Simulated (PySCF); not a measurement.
A GIAO shielding run with PySCF (density fitting, non-relativistic, gas phase) on SMILES C1C(S[SiH2]C(F)(F)F)C1, C4H7F3SSi:

```
$ OMP_NUM_THREADS=1 python probes_run.py task.json out

{"job": {"kind": "nmr", "xc": "PBE0", "basis": "pcSseg-1"}, "charge": 0, "multiplicity": 1}
F     -1.337908     1.205885    -0.928810
C     -2.143071     0.349163    -0.265826
F     -3.384653     0.861376    -0.361819
F     -2.150912    -0.787971    -0.988660
Si    -1.610812     0.102933     1.592337
S      0.111881    -1.137692     1.655034
C      0.952089    -0.726405     0.100572
C      1.635183     0.595837    -0.039923
C      2.444917    -0.652687     0.118177
H     -2.707773    -0.602663     2.226110
H     -1.379339     1.469726     2.045361
H      0.456381    -1.167679    -0.751085
H      1.592985     1.081431    -1.002973
H      1.593058     1.277127     0.796302
H      2.940772    -0.815560     1.062244
H      2.979606    -1.043876    -0.733486
```

Hardware: 1 thread of an Arm Neoverse N1, shared host. The job also computes population analyses, field gradients, ring-centre shieldings.

Task: How large is the calculation?

Result: 88 electrons, 202 basis functions and 1095 auxiliary functions.

Task: How long does it take, and how much memory does it need?

Result: 70 s of wall time, with 12 SCF cycles and 5 response iterations; peak memory 0.91 GiB. Times on a shared host scatter by some tens of per cent.
